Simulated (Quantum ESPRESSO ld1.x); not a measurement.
All-electron atom: Tb I in [Xe] 4f9 6s2. Calculated with ld1.x of Quantum ESPRESSO 7.5: Dirac Kohn-Sham, PBE, spin-unpolarised, spherical densities, point nucleus; open shells are shared between the two j in proportion to 2j + 1; speed of light set to 13703.6 atomic units (100 times the physical value, a model run).

Normalised radial functions P(r) = r R(r) (large component), r in bohr:

r	5s1/2	5p3/2	4f7/2
0.0009061	0.0257	0.0004	0.0000
0.001055	0.0297	0.0005	0.0000
0.001238	0.0344	0.0007	0.0000
0.001441	0.0395	0.0010	0.0000
0.001691	0.0456	0.0014	0.0000
0.001969	0.0521	0.0018	0.0000
0.00231	0.0597	0.0025	0.0000
0.00269	0.0677	0.0033	0.0000
0.003156	0.0770	0.0045	0.0000
0.003674	0.0864	0.0060	0.0000
0.004312	0.0970	0.0081	0.0000
0.00502	0.1073	0.0107	0.0000
0.005891	0.1182	0.0143	0.0000
0.006858	0.1281	0.0188	0.0000
0.008048	0.1372	0.0249	0.0000
0.009369	0.1438	0.0323	0.0000
0.01099	0.1475	0.0421	0.0000
0.0128	0.1465	0.0537	0.0001
0.01502	0.1391	0.0686	0.0001
0.01749	0.1246	0.0856	0.0002
0.02052	0.0998	0.1062	0.0004
0.02408	0.0641	0.1292	0.0008
0.02803	0.0201	0.1523	0.0014
0.0329	-0.0356	0.1759	0.0025
0.0383	-0.0942	0.1949	0.0042
0.04494	-0.1557	0.2072	0.0072
0.05232	-0.2055	0.2069	0.0119
0.0614	-0.2377	0.1884	0.0198
0.07148	-0.2379	0.1491	0.0317
0.08388	-0.1961	0.0826	0.0510
0.09765	-0.1131	-0.0025	0.0784
0.1146	0.0127	-0.1062	0.1201
0.1334	0.1497	-0.2026	0.1755
0.1565	0.2782	-0.2782	0.2537
0.1822	0.3468	-0.3016	0.3488
0.2139	0.3263	-0.2547	0.4700
0.249	0.2042	-0.1372	0.6010
0.2922	-0.0135	0.0457	0.7461
0.3401	-0.2516	0.2363	0.8779
0.3992	-0.4528	0.3962	0.9944
0.4647	-0.5216	0.4555	1.0686
0.5453	-0.4188	0.3851	1.0962
0.6399	-0.1484	0.1813	1.0691
0.745	0.2010	-0.0967	0.9988
0.8743	0.5703	-0.4128	0.8903
1.018	0.8388	-0.6719	0.7683
1.194	0.9785	-0.8501	0.6338
1.39	0.9652	-0.9065	0.5097
1.632	0.8281	-0.8524	0.3901
1.9	0.6339	-0.7218	0.2913
2.229	0.4217	-0.5442	0.2057
2.595	0.2533	-0.3762	0.1421
3.045	0.1291	-0.2287	0.0924
3.545	0.0593	-0.1281	0.0591
4.16	0.0222	-0.0615	0.0352
4.843	0.0073	-0.0266	0.0203
5.684	0.0018	-0.0093	0.0105
6.617	0.0004	-0.0028	0.0051
7.765	0.0001	-0.0006	0.0021
9.04	0.0000	-0.0001	0.0008
10.61	0.0000	0.0000	0.0003
12.35	0.0000	0.0000	0.0001
14.49	0.0000	0.0000	0.0000

5s1/2: eigenvalue -41.088 eV, 4 radial nodes at r = 0.0298, 0.113, 0.290, 0.684 bohr, <r> = 1.43 bohr, 90 % of the charge inside 2.06 bohr. 5p3/2: eigenvalue -24.024 eV, 3 radial nodes at r = 0.0972, 0.282, 0.709 bohr, <r> = 1.62 bohr, 90 % of the charge inside 2.39 bohr. 4f7/2: eigenvalue -6.746 eV, 0 radial nodes, <r> = 0.854 bohr, 90 % of the charge inside 1.48 bohr.
